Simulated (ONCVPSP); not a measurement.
# Before and after: ONCV potential for K

ONCVPSP 4.0.1 input, shortened (lines: element, Z, core and valence counts, functional; n l f; lmax; l rc ep ncon nbas qcut; lloc lpopt rc5 dvloc0; l nproj debl; icmod fcfact rcfact), PBE, scalar-relativistic:

```
  K 19.00    3    3        4      upf
    1    0    2.00
    2    0    2.00
    2    1    6.00
    3    0    2.00
    3    1    6.00
    4    1    1.00
    2
    0    1.75    0.00    4    7    8.50
    1    2.85    0.00    5    9    4.20
    2    2.40    0.23    4    9    4.20
    4    5    1.40    0.00
    0    2    2.30
    1    2    3.40
    2    2    3.10
    0    0.00    0.00
```

Change: s: qcut 11.4; p: qcut 5.6; d: qcut 5.6.

Cutoffs: the cutoffs (Ha) at which the residual kinetic energy of the hardest occupied pseudo-wave falls to 1 and 0.1 mHa per electron; they do not see the model core or the augmentation charge, which bear on the density cutoff. Errors are all-electron minus pseudo energies relative to the spin-unpolarised reference configuration.

Problem. How do hardness, ghosts and transferability respond?

Solution. The potential gets harder (20 Ha and 24 Ha → 26 Ha and 31 Ha); of the 4 tests that both files solve, the error grows in 0 and shrinks in 2 by more than 15 % and 0.3 meV (median size 0.2 → 0.1 meV); neither file shows a bound ghost.

| quantity | base | changed |
| --- | --- | --- |
| cutoff, loose | 20 Ha | 26 Ha |
| cutoff, tight | 24 Ha | 31 Ha |
| loose cutoff by channel | s 20 Ha, p 7.7 Ha | s 26 Ha, p 9.9 Ha |
| bound ghosts | none | none |
| GHOST(+) flags under 300 eV | none | none |
| error for 3s2 3p6 4s1 4p0, meV [ΔE -1.55 eV] | -0.4 | +0.1 |
| error for 3s2 3p6 4p0, meV [ΔE 2.76 eV] | -0.1 | -0.1 |
| error for 3s2 3p6 4s0.5 4p0, meV [ΔE 0.09 eV] | -0.1 | 0.0 |
| error for 3s1 3p6 4s1 4p0, meV [ΔE 40.44 eV] | -81 | -17 |
| s: phases at 1.78 bohr within 0.05 rad from the reference energy up to (Ha; the scan ends near 5) | to the end of the scan | to the end of the scan |
| p: phases at 2.89 bohr within 0.05 rad from the reference energy up to (Ha; the scan ends near 5) | 2.5 | 2.8 |
| d: phases at 2.44 bohr within 0.05 rad from the reference energy up to (Ha; the scan ends near 5) | 1.1 | 1.1 |

Base: The cutoffs count occupied waves only; projector 2 of the d channel, the hardest unoccupied one, needs 67 Ha at the loose tolerance.
